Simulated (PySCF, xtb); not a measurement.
3-methylthietane (C4H8S), SMILES C1SCC1C.

GFN2-xTB run with xtb 6.7.1 at its own geometry gives an orbital gap of 3.44 eV and a dipole moment of 2.89 D.

Coordinates come from a ωB97X-D3(BJ)/def2-SVP optimisation.

### Question
What does PySCF with PBE/def2-TZVP give? (An estimate is asked for; the answer gives what the named calculation found.)

### Answer
gap 4.29 eV (levels -5.01 and -0.72 eV), dipole 2.00 D.
